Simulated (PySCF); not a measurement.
Delta-SCF ions had no search for a lower state. Excitations are Tamm–Dancoff values on a coarser integration grid. The basis has no diffuse functions, so Rydberg states are missing or too high.

Cartesian coordinates (Å):
```xyz
5

F     -0.0403    -0.9789     1.2885
Si    -0.0048    -0.0792     0.0017
F     -0.0821    -1.0292    -1.2466
Cl     1.7226     0.9420    -0.0470
Cl    -1.5954     1.1453     0.0035
```
Charge 0, spin multiplicity 1.

Problem. What HOMO–LUMO gap, HOMO, S1–T1 gap (TDA), S1 excitation (TDA), dipole moment, LUMO, vertical ionisation energy (Delta-SCF) and S1 oscillator strength does PBE0-D3(BJ)/def2-TZVP in PySCF give?

Solution. 
```yaml
HOMO–LUMO gap: 10.04 eV
HOMO: -9.93 eV
S1–T1 gap (TDA): 0.65 eV
S1 excitation (TDA): 8.50 eV
dipole_moment: 0.69 D
LUMO: 0.11 eV
vertical ionisation energy (Delta-SCF): 12.24 eV
S1 oscillator strength: 0.037
```
